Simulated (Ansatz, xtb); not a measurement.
**Isomers of C8H6N+ in order of energy**

4 gas-phase structures of C8H6N+, from a drawn sample of its isomers (lower ones may exist). Each was relaxed with GFN2-xTB:

A. `c1cc(-[c+]2cc2)ccn1`, a singlet
B. `C#Cc1ccncc1[CH2+]`, a singlet
C. `C#Cc1ccc([CH2+])cn1`, a singlet
D. `C#Cc1cncc([CH2+])c1`, a singlet

Q: Which do you expect lowest at r2SCAN-D4/def2-SVP, and how would the others follow?

A: Calculated order at r2SCAN-D4/def2-SVP: A (0.000), C (0.761), B (0.855), D (1.077) eV.

Energies above the lowest of each column, in eV; the last columns are at PBE0-D3(BJ)/def2-SVP geometries and were run for some of them only (a dash: not run or not comparable):

```
structure  GFN2-xTB  HF/STO-3G  r2SCAN-D4/def2-SVP  PBE0-D3(BJ)/def2-SVP  CCSD(T)/def2-SVP + ΔMP2/def2-TZVPP
        A     0.000      0.000               0.000                 0.000                               0.000
        C     0.082      1.270               0.761                 0.817                               0.472
        B     0.124      1.379               0.855                 0.890                               0.529
        D     0.266      1.709               1.077                     –                                   –
```

Every level run on A puts it lowest or level with the lowest. Flexible structures stand in one conformer each, not always the lowest. Frequencies (GFN2-xTB) were run for A, B, C alone. ΔMP2 is the change of the MP2 energy from the smaller to the larger basis.

Over these structures GFN2-xTB departs from r2SCAN-D4/def2-SVP by 0.278 eV on average once a common shift is removed. A GFN2-xTB relaxation took about 0.12 s and the r2SCAN-D4/def2-SVP energy about 2.4 s on a shared host (Ansatz 0.2.0, xtb 6.7.1).
